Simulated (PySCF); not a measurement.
Be(H)(SMe) (CH4BeS), SMILES [BeH][S]C.

Geometry: B3LYP-D3(BJ)/def2-TZVP.

All values below come from PySCF with TDA-M06-2X/def2-SVPD.

Vertical excitations.  State labels are in the subgroup Cs.

Computed UV-visible absorptions:
```csv
state,symmetry,energy (eV),λ (nm),f,main pairs
S1,A",4.56,272,0.000,HOMO→LUMO 91 %
S2,A',5.76,215,0.016,"HOMO−1→LUMO 63 %, HOMO→LUMO+1 26 %"
S3,A',6.21,200,0.124,"HOMO→LUMO+1 63 %, HOMO−1→LUMO 24 %"
S4,A",6.37,195,0.054,"HOMO→LUMO+2 66 %, HOMO→LUMO+3 21 %"
S5,A",6.64,187,0.008,HOMO−1→LUMO+1 78 %
S6,A",7.00,177,0.000,HOMO→LUMO+5 66 %
S7,A',7.24,171,0.020,HOMO−2→LUMO 81 %
S8,A",7.37,168,0.001,"HOMO→LUMO+4 56 %, HOMO→LUMO+3 16 %, HOMO→LUMO+2 16 %"
S9,A',7.66,162,0.055,"HOMO−1→LUMO+2 55 %, HOMO→LUMO+6 21 %, HOMO−1→LUMO+3 13 %"
S10,A",7.73,160,0.001,"HOMO→LUMO+7 25 %, HOMO→LUMO+4 25 %, HOMO→LUMO+3 20 %, HOMO−2→LUMO+1 9 %"
T1,A",4.34,286,0,HOMO→LUMO 88 %
T2,A',5.09,243,0,HOMO→LUMO+1 79 %
T3,A',5.43,228,0,HOMO−1→LUMO 83 %
T4,A',5.97,208,0,HOMO−2→LUMO 81 %
```
Triplets are in the Tamm–Dancoff approximation.
